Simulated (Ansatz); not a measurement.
Isolated molecules relaxed with PBE0-D4/def2-TZVP in Ansatz; ΔE leaves out vibrations. CCSD(T)/CBS adds triple-zeta CCSD(T) − MP2 to the extrapolated MP2 energy (def2 sets, frozen cores). This one scheme is used for every species. DFT in def2-TZVPP. For Br outer-core shells are correlated without core-valence functions, which leaves a few kJ/mol of doubt a bond. Scalar relativity is left out up to krypton. Each species was taken in one conformer, which may not be the lowest.

Reaction (ligand exchange at the Si–S bond): `O[Si](S)(Cl)Br` + CH₃OH → `CO[Si](O)(Cl)Br` + H₂S

| level | ΔE (kJ/mol) |
| --- | --- |
| PBE-D4 | -43.6 |
| SCS-MP2/def2-TZVPP | -62.8 |

Problem. What does CCSD(T)/CBS give? (An estimate is asked.)

Solution. Computed: -58.7 kJ/mol. The listed levels differ from it by 15.1, -4.1 kJ/mol.

Largest T1 diagnostic among the species: 0.010.

In def2-TZVPP, CCSD(T) changes the Hartree–Fock value by +10.8 kJ/mol (the triples alone add +2.4 kJ/mol) and MP2 by +15.0 kJ/mol. From PBE to PBE0 (25 % exact exchange), in def2-TZVPP and without D4, ΔE moves by −4.4 kJ/mol.

CCSD(T)/CBS has its own doubt, a few kJ/mol and more with outer-core shells, so smaller differences from it don't rank the levels.
